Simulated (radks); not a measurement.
Isoelectronic series with 34 electrons, all held in the configuration [Ar] 3d10 4s2 4p4, which need not be the ground one along the series. All-electron calculation, Dirac Kohn-Sham, PBE, spin-unpolarised, spherical densities, point nucleus; open shells fill j = l - 1/2 first. Program: a radial shooting solver on a logarithmic mesh with Libxc functionals. Total energies (hartree) and orbital eigenvalues (eV):

ion    E (hartree)      4p3/2      4p1/2      4s1/2
Se     -2430.12024    -6.3464    -6.7203   -17.2257
Br+    -2606.14345   -17.2332   -17.8017   -30.3246
Kr2+   -2789.04847   -30.6557   -31.4571   -45.9968
Rb3+   -2978.83517   -46.3228   -47.3991   -63.9467
Sr4+   -3175.51359   -64.0828   -65.4795   -84.0277
Zr6+   -3589.61460  -105.5443  -107.7345  -130.2726
Nb7+   -3807.08151  -129.1421  -131.8140  -156.3466
Mo8+   -4031.52714  -154.6061  -157.8225  -184.3519
Tc9+   -4262.98039  -181.9133  -185.7419  -214.2721
Ru10+  -4501.47226  -211.0462  -215.5598  -246.0962
Rh11+  -4747.03571  -241.9911  -247.2683  -279.8172
Pd12+  -4999.70558  -274.7378  -280.8624  -315.4316
Ag13+  -5259.51849  -309.2779  -316.3399  -352.9378
Cd14+  -5526.51284  -345.6051  -353.7007  -392.3367
In15+  -5800.72876  -383.7144  -392.9463  -433.6304
Sn16+  -6082.20816  -423.6022  -434.0797  -476.8229
Sb17+  -6370.99469  -465.2657  -477.1052  -521.9189
